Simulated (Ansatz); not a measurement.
Ansatz (a first-principles code) input:
A basis named .json is the Basis Set Exchange file of that set.

Ansatz 0.2 input:
```yaml
crystal:
  periodic: [false, false, false]
  atoms:
    - {symbol: C, position_ang: [-2.08019445, 1.87023327, 0.24009911]}
    - {symbol: O, position_ang: [-0.67109939, 1.79571587, 0.45084263]}
    - {symbol: Ge, position_ang: [0.20966773, 0.29414767, 0.18715536]}
    - {symbol: Br, position_ang: [-0.47106701, -1.34619006, 1.64180967]}
    - {symbol: Br, position_ang: [-0.12038387, -0.38886685, -2.00528361]}
    - {symbol: O, position_ang: [1.90416196, 0.60858909, 0.50569901]}
    - {symbol: C, position_ang: [2.59559863, 1.59840763, -0.26311583]}
    - {symbol: H, position_ang: [-2.34181493, 1.62942341, -0.79339396]}
    - {symbol: H, position_ang: [-2.37786408, 2.89640117, 0.45204269]}
    - {symbol: H, position_ang: [-2.61780943, 1.19785152, 0.91371064]}
    - {symbol: H, position_ang: [2.59847572, 1.34460939, -1.32619311]}
    - {symbol: H, position_ang: [2.15124547, 2.58671075, -0.12780485]}
    - {symbol: H, position_ang: [3.62225569, 1.61298503, 0.10002187]}
basis:
  gaussian:
    orbitals: aug-cc-pVTZ
    fitting: {mean_field: def2-universal-jkfit, correlation: aug-cc-pVTZ-RIFIT.json}
magnetization: {spin_polarized: false}
correlation: {method: mp2, electrons: outside_noble_gas}
```

Task: Which total energy does the run end on?

Result: -7450.79051 Eh (RI-MP2/aug-cc-pVTZ). The basis has 499 functions.
